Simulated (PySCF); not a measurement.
## Field gradients at the hydrogen positions

Species: C7H13N.
Cartesian coordinates in Å at the GFN2-xTB level; atoms count from 1:
```
atom  x, y, z in Å
C1     1.6216   -1.0771    0.3052
C2     0.7041   -0.1411   -0.4828
C3     1.4098    1.2021   -0.6747
C4    -0.6755    0.0284    0.2091
C5    -1.3814   -1.3249    0.3897
C6    -1.5950    0.9603   -0.5959
C7    -0.4777    0.6119    1.5203
N8    -0.3251    1.0722    2.5561
H9     1.2253   -2.0878    0.3491
H10    1.7565   -0.7102    1.3209
H11    2.5977   -1.1233   -0.1728
H12    0.5174   -0.5827   -1.4693
H13    1.5328    1.7063    0.2819
H14    2.3962    1.0408   -1.1045
H15    0.8580    1.8551   -1.3451
H16   -1.4454   -1.8360   -0.5688
H17   -2.3904   -1.1726    0.7681
H18   -0.8528   -1.9605    1.0949
H19   -1.2213    1.9806   -0.6038
H20   -2.5909    0.9726   -0.1574
H21   -1.6727    0.6030   -1.6207
```

Level: PBE0/pcSseg-1 (PySCF, non-relativistic); Q(2H) = 0.00286 b; rigid geometry, the same for H and D, with no vibrational averaging.

Question: Rank these positions by the coupling χzz of a deuteron there, largest first.
A. H15 (methyl hydrogen)
B. H12 (methine hydrogen)
C. H17 (methyl hydrogen)

Answer: A (213 kHz), C (209 kHz), B (197 kHz).

Question: Give the electric field gradient Vzz (the principal value of largest size), its asymmetry and the 2H coupling at each hydrogen.

Answer: 
| atom | bonded to | bond length (Å) | Vzz (au) | η | χzz (kHz) |
| --- | --- | --- | --- | --- | --- |
| H9 | C1 | 1.086 | 0.3172 | 0.02 | 213 |
| H10 | C1 | 1.088 | 0.3081 | 0.03 | 207 |
| H11 | C1 | 1.088 | 0.3144 | 0.03 | 211 |
| H12 | C2 | 1.097 | 0.2932 | 0.02 | 197 |
| H13 | C3 | 1.088 | 0.3080 | 0.03 | 207 |
| H14 | C3 | 1.088 | 0.3144 | 0.03 | 211 |
| H15 | C3 | 1.086 | 0.3172 | 0.02 | 213 |
| H16 | C5 | 1.088 | 0.3136 | 0.03 | 211 |
| H17 | C5 | 1.088 | 0.3107 | 0.03 | 209 |
| H18 | C5 | 1.087 | 0.3129 | 0.03 | 210 |
| H19 | C6 | 1.087 | 0.3130 | 0.03 | 210 |
| H20 | C6 | 1.088 | 0.3108 | 0.03 | 209 |
| H21 | C6 | 1.088 | 0.3135 | 0.03 | 211 |

Question: Give the 2H NMR doublet splittings at H16 for a magnetic field along the z, y and x axes of the gradient: 3χ/2, 3χ(1 + η)/4, 3χ(1 − η)/4.

Answer: With |χ| = 210.7 kHz and η = 0.027: 316, 162 and 154 kHz, to first order and without motion.

The structure is a single GFN2-xTB conformer in the gas phase; no vibrational or solvent corrections. GFN2-xTB bond lengths can be off by several hundredths of an ångström, more for odd bonds, and the gradients follow them. With so small a basis the couplings can be 20 % off.
